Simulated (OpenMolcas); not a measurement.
# Co2+: effect of the metal basis

Co2+ with its 6 nearest fluoride ions at 2.041 Å, on the Li site of LiF (a = 4.028 Å, distance in the model lattice 2.014 Å). The rest of the host is ab initio model potentials to 7.6 Å and point charges beyond; the distance is set by hand and nothing relaxes, and no local charge compensation is placed.

```json
{
  "Program": "OpenMolcas",
  "Method": "CASSCF",
  "Spin-orbit coupling": "RASSI with atomic mean-field integrals over the reference wave functions"
}
```

Fixed: ligand basis ANO-RCC-VDZP, active space 7 electrons in 5 orbitals (3d), DKH2 Hamiltonian.

States (labels of O, the rotations of Oh). Energies in cm-1 above the lowest state or level, χT in cm3 K/mol; under a threefold ground state the first gap can be a small split of the lowest multiplet, not the spin-orbit step; 10Dq and B are least-squares fits to the states below 45000 cm-1, weighted by degeneracy, with a free offset, and given where the rms deviation is under 5 % of |10Dq| (or 100 cm-1) and under 700 cm-1.

```
Run   Metal basis  Ground state  First state of that spin  10Dq  B (rms of fit)  First gap with spin-orbit (degeneracies)  χT at 300 K  First state of another spin                     Cost
  A  ANO-RCC-VDZP           4T1                  4T2 7405  8366      1203 (115)                              358.4 (2, 4)        3.516                     2E 13703  roughly 27 core-seconds
  B  ANO-RCC-VTZP           4T1                  4T2 6692  7592      1208 (106)                              358.3 (2, 4)        3.554                     2E 14440  roughly 20 core-seconds
```

Against A, |10Dq| changes by -9.3 % in B.

Costs are those of the RASSCF and RASSI steps.

An orbital triplet at a regular site is open to Jahn-Teller coupling, which can distort the site and quench the lowest spin-orbit gaps and is left out. Without dynamic correlation the repulsion within the d shell is too large (B by tens of per cent), so at a given field states of lower spin stand too high. Ligand-to-metal charge-transfer states are missing. With no ligand orbital active B as a rule stays too high, so bands that hang on it stand too high and its fall with covalency is understated. With metal d orbitals alone and no dynamic correlation 10Dq can be off by a tenth to a fifth, either way, in oxide and fluoride hosts. No measured value stands beside these numbers; the geometry was set by hand and not optimised.
